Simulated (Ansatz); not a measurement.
# Nudged elastic band run: GaH₅O₂

The input (input.yaml):

```yaml
crystal:
  periodic: [false, false, false]
  atoms:
    - { symbol: Ga, position_ang: [0.129107, -0.134893, 0.128047] }
    - { symbol: H, position_ang: [0.094916, -0.943121, 1.487939] }
    - { symbol: H, position_ang: [1.416728, 0.094031, -0.737971] }
    - { symbol: O, position_ang: [-1.456139, 0.023171, -0.746268] }
    - { symbol: H, position_ang: [-2.140605, -0.608625, -0.597658] }
    - { symbol: O, position_ang: [-0.305434, 1.885587, 0.823877] }
    - { symbol: H, position_ang: [-1.139452, 1.991958, 0.373375] }
    - { symbol: H, position_ang: [-0.44282, 2.075091, 1.741958] }
basis:
  gaussian: { orbitals: def2-SVP }
hamiltonian:
  xc: hf
neb:
  order_check: false
  images: 9
  f_tol: 0.05
  max_iterations: 60
  initial_path: linear
  final_atoms:
    - { symbol: Ga, position_ang: [-0.35785981, 0.1851848, -0.78888817] }
    - { symbol: H, position_ang: [0.66719468, 1.24302256, 3.80893676] }
    - { symbol: H, position_ang: [0.98508249, -0.43493886, -1.26148918] }
    - { symbol: O, position_ang: [-1.94425025, -0.16265285, -1.49980484] }
    - { symbol: H, position_ang: [-2.03696969, -0.76585947, -2.21901546] }
    - { symbol: O, position_ang: [-0.41332604, 1.33637265, 0.55239901] }
    - { symbol: H, position_ang: [-1.24807598, 1.70173209, 0.80167675] }
    - { symbol: H, position_ang: [0.5045056, 1.28033807, 3.07948412] }
```

Command:

```bash
$ ansatz run input.yaml --threads 1 --pin off --max-ram 2048MiB --backend cpu --events-out ev --progress --plain --runs-dir out
```

Output, in part (warnings, iteration lines, the closing report on the highest movable image, with atoms numbered from 0):

```
NEB end point (image 0): max|allowed force component| = 2.973e-2 eV/Å (the criterion of neb.relax_end_points is 1.000e-2)
NEB end point (image 10): max|allowed force component| = 2.526e-2 eV/Å (the criterion of neb.relax_end_points is 1.000e-2)
NEB iter   1: max|band force component| = 1.318e1 eV/Å  barrier→ = 7.1044 eV  barrier← = 6.7880 eV  Δτ_max = 0.2000 Å  (334 SCF iters)
NEB iter   2: max|band force component| = 4.184e0 eV/Å  barrier→ = 4.3718 eV  barrier← = 4.0554 eV  Δτ_max = 0.2000 Å  (269 SCF iters)
NEB iter   3: max|band force component| = 1.357e1 eV/Å  barrier→ = 3.1260 eV  barrier← = 2.8096 eV  Δτ_max = 0.1027 Å  (267 SCF iters)
NEB iter   4: max|band force component| = 4.310e0 eV/Å  barrier→ = 2.7331 eV  barrier← = 2.4167 eV  Δτ_max = 0.2000 Å  (240 SCF iters)
NEB iter   5: max|band force component| = 1.917e0 eV/Å  barrier→ = 2.3957 eV  barrier← = 2.0793 eV  Δτ_max = 0.1961 Å  (237 SCF iters)
NEB iter   6: max|band force component| = 1.329e0 eV/Å  barrier→ = 2.2578 eV  barrier← = 1.9414 eV  Δτ_max = 0.1987 Å  (229 SCF iters)
NEB iter   7: max|band force component| = 7.215e-1 eV/Å  barrier→ = 2.0502 eV  barrier← = 1.7338 eV  Δτ_max = 0.2000 Å  (218 SCF iters)
NEB iter   8: max|band force component| = 1.785e0 eV/Å  barrier→ = 1.8871 eV  barrier← = 1.5707 eV  Δτ_max = 0.1014 Å  (232 SCF iters)
NEB iter   9: max|band force component| = 8.449e-1 eV/Å  barrier→ = 1.7340 eV  barrier← = 1.4176 eV  Δτ_max = 0.1702 Å  (207 SCF iters)
NEB iter  10: max|band force component| = 5.241e-1 eV/Å  barrier→ = 1.6625 eV  barrier← = 1.3461 eV  Δτ_max = 0.0823 Å  (219 SCF iters)
NEB iter  11: max|band force component| = 1.342e0 eV/Å  barrier→ = 1.5804 eV  barrier← = 1.2640 eV  CI = image 4  Δτ_max = 0.1571 Å  (211 SCF iters)
NEB iter  12: max|band force component| = 1.232e0 eV/Å  barrier→ = 1.7579 eV  barrier← = 1.4415 eV  CI = image 4  Δτ_max = 0.1110 Å  (207 SCF iters)
NEB iter  13: max|band force component| = 2.335e-1 eV/Å  barrier→ = 1.7398 eV  barrier← = 1.4234 eV  CI = image 4  Δτ_max = 0.0244 Å  (209 SCF iters)
NEB iter  14: max|band force component| = 1.544e-1 eV/Å  barrier→ = 1.7349 eV  barrier← = 1.4185 eV  CI = image 4  Δτ_max = 0.0654 Å  (204 SCF iters)
NEB iter  15: max|band force component| = 3.540e-1 eV/Å  barrier→ = 1.7347 eV  barrier← = 1.4183 eV  CI = image 4  Δτ_max = 0.0329 Å  (207 SCF iters)
NEB iter  16: max|band force component| = 9.126e-2 eV/Å  barrier→ = 1.7339 eV  barrier← = 1.4175 eV  CI = image 4  Δτ_max = 0.0645 Å  (210 SCF iters)
NEB iter  17: max|band force component| = 7.255e-1 eV/Å  barrier→ = 1.7338 eV  barrier← = 1.4174 eV  CI = image 4  Δτ_max = 0.0329 Å  (217 SCF iters)
NEB iter  18: max|band force component| = 1.962e-1 eV/Å  barrier→ = 1.7337 eV  barrier← = 1.4173 eV  CI = image 4  Δτ_max = 0.0656 Å  (212 SCF iters)
NEB iter  19: max|band force component| = 5.772e-2 eV/Å  barrier→ = 1.7337 eV  barrier← = 1.4173 eV  CI = image 4  Δτ_max = 0.0327 Å  (206 SCF iters)
NEB iter  20: max|band force component| = 2.996e-2 eV/Å  barrier→ = 1.7337 eV  barrier← = 1.4173 eV  CI = image 4  Δτ_max = 0.0000 Å  (446 SCF iters)
Total energy: -56476.76487624 eV, -2075.4828278758 hartree
Atom 0 at    -0.046181     0.315847    -0.060368 Å, force     0.000909     0.001271     0.001315 eV/Å
Atom 1 at    -0.035513    -0.171588     1.728887 Å, force    -0.000314    -0.000219     0.000175 eV/Å
Atom 2 at     1.344689     0.132329    -0.730438 Å, force     0.000912    -0.000340    -0.000560 eV/Å
Atom 3 at    -1.616909    -0.145941    -0.752404 Å, force    -0.001396    -0.000121    -0.000527 eV/Å
Atom 4 at    -1.671212    -0.726817    -1.492996 Å, force    -0.000053    -0.000042    -0.000109 eV/Å
Atom 5 at    -0.361585     1.867700     1.034798 Å, force     0.000967    -0.000992    -0.001317 eV/Å
Atom 6 at    -1.203631     2.304010     1.019393 Å, force    -0.000589    -0.000834     0.000965 eV/Å
Atom 7 at    -0.253357     0.807659     1.726427 Å, force    -0.000436     0.001277     0.000058 eV/Å
Dipole moment:    -0.037606    -0.039493    -0.170519 e Å
```

It converged. Neighbouring images differ by up to 1.4 eV, so the band resolves the path poorly. Another band between the same ends (9 images) ends at a top of the same energy, where a vibrational analysis finds 1 clearly imaginary mode. The orbitals stay closed-shell, which can raise the energy where a bond breaks towards radicals; this wasn't checked here.

Final band (atoms are numbered from 1 in the order of the input):

```
image  path coordinate (Å)  energy (eV)  Ga1–H2 (Å)  O6–H8 (Å)  H2–H8 (Å)
    0                 0.00         0.00        1.58       0.95       3.08
    1                 0.73         0.00        1.58       0.95       3.22
    2                 1.46         0.01        1.58       0.95       2.64
    3                 2.19         0.32        1.61       0.96       1.87
    4                 2.92         1.73        1.85       1.27       1.00
    5                 3.73         0.52        2.43       2.13       0.75
    6                 4.54         0.34        3.11       2.79       0.75
    7                 5.34         0.33        3.71       2.83       0.75
    8                 6.15         0.32        4.19       2.75       0.75
    9                 6.96         0.32        4.58       2.70       0.75
   10                 7.76         0.32        4.83       2.69       0.75
```

Time of the run: 4.6 min on 1 thread of Arm Neoverse V1 (shared host), peak memory 0.16 GiB.
